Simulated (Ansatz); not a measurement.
A nudged elastic band was laid between two geometries of CH₅O₂Sb (9 atoms, charge 0, multiplicity 1).

Theory: UKS B3LYP/def2-SVP (Ansatz).

| Quantity | Value |
| --- | --- |
| movable images | 5 |
| climbing image | yes |
| spring | 5.0 eV/Å² |
| optimiser | quadratic models (default) |
| start path | through a guess of the saddle point |
| force threshold | 0.05 eV/Å |
| iteration limit | 60 |
| end points | relaxed |

Image 0:

```xyz
9
Properties=species:S:1:pos:R:3
O -0.415 1.407 -0.803
C 0.694 0.587 -0.508
O 0.367 -0.756 -0.415
Sb -1.245 -1.195 0.760
H -0.727 1.171 -1.690
H 1.097 0.992 0.442
H 1.476 0.672 -1.290
H -0.469 -2.626 1.350
H -0.690 -0.297 2.138
```

Image 6:

```xyz
9
Properties=species:S:1:pos:R:3
O -0.242 1.915 -1.192
C 0.720 1.109 -0.701
O 0.374 -0.215 -0.734
Sb -1.552 -1.756 1.292
H -0.670 1.459 -1.934
H 1.167 1.505 0.225
H 1.118 -0.757 -0.437
H -0.093 -2.683 1.151
H -0.734 -0.623 2.313
```

Q: What changes between the two ends?

A: Bonds broken: C2–H7, O3–Sb4. Bonds formed: O3–H7. CH5O2Sb becomes CH3O2 + H2Sb.

Q: Give the energies along the band, and the barrier.

A: The run converged. The highest image is number 3 of 0 to 6, 3.40 eV above the first end and 1.30 eV above the last; the last end lies 2.09 eV above the first. Neighbouring images differ by up to 3.3 eV, so the band resolves the path poorly. A vibrational analysis at the climbing image gives one clearly imaginary mode, 2012i cm⁻¹, and a faint second one (17i cm⁻¹) that may be numerical noise or a soft torsion: probably a first-order saddle point.

```tsv
image	path coordinate (Å)	energy (eV)	C2–H7 (Å)	O3–Sb4 (Å)	O3–H7 (Å)
0	0.00	0.00	1.11	2.04	2.01
1	0.93	0.03	1.11	2.04	2.00
2	1.86	0.14	1.11	2.03	1.92
3	2.78	3.40	1.40	2.48	1.13
4	3.60	2.12	1.91	3.12	0.97
5	4.41	2.10	1.93	3.18	0.97
6	5.22	2.09	1.93	3.19	0.97
```

Q: What is the geometry of the highest image?

A: 
```xyz
9
Properties=species:S:1:pos:R:3
O -0.400 1.550 -1.388
C 0.591 1.083 -0.599
O 0.464 -0.253 -0.171
Sb -1.296 -1.162 1.319
H -0.659 0.847 -2.003
H 0.848 1.827 0.171
H 1.446 -0.024 -0.690
H -0.783 -2.711 0.762
H -0.123 -1.204 2.584
```

The run took 5 min on 2 threads of Arm Neoverse V1, with other jobs on the host, peak memory 0.31 GiB.
